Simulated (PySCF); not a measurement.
# NbCl₄⁺: from structure and modes to constants

Computed with B3LYP/[Nb def2-SVP with ECP28, Cl def2-SVP], scalar-relativistic core potentials, density fitting, no spin–orbit coupling, PySCF.

The singlet minimum has Td symmetry. Masses (u): Nb 92.90638, Cl 34.96885.

```xyz
5
charge 1 multiplicity 1, angstrom
Nb    0.0000    0.0000    0.0000
Cl   -1.2820    1.2820   -1.2820
Cl   -1.2820   -1.2820    1.2820
Cl    1.2820   -1.2820   -1.2820
Cl    1.2820    1.2820    1.2820
```

Harmonic wavenumbers (cm⁻¹): 122.7 (e, ×2), 128.6 (t2, ×3), 425.0 (a1, ×1), 488.4 (t2, ×3).

Task: Find the principal moments of inertia and the rotational constants. What kind of rotor is it?

Result: About the centre of mass I = 459.76, 459.76, 459.76 u Å². With B = 16.8576/I this gives 0.03667, 0.03667, 0.03667 cm⁻¹. The molecule is a spherical top.

Task: What is the harmonic zero-point energy?

Result: Half the sum of all 9 wavenumbers, 2522/2 = 1261 cm⁻¹, which is 15.1 kJ/mol (1 cm⁻¹ = 0.0119627 kJ/mol).

Task: Find the vibrational entropy and heat capacity at 298.15 K.

Result: With u = 1.43878 ω/T, each mode gives S = R[u/(eᵘ−1) − ln(1−e⁻ᵘ)] and C = R u² eᵘ/(eᵘ−1)².
```tsv
ω (cm⁻¹)	u	S (J/(mol K))	C (J/(mol K))
122.7 (×2)	0.592	12.79	8.08
128.6 (×3)	0.620	12.42	8.05
425.0	2.051	3.66	5.92
488.4 (×3)	2.357	2.88	5.34
```
The sums over all modes are S = 75.1 and C = 62.2 J/(mol K); the softest mode gives 17 % of the entropy (each member, where degenerate).

Task: Give the standard entropy (298.15 K, 1 bar) by its translational, rotational, vibrational and spin parts, and Cp.

Result: Sackur–Tetrode with M = 232.78 u gives 176.8; rotation with symmetry number 12 gives 104.3; vibration 75.1; spin R ln 1 = 0.0. The total is 356.3 J/(mol K), and Cp = 4 R + 62.2 = 95.5 J/(mol K).

Stability towards spin polarisation was not tested. Other isomers or separated fragments may lie lower.
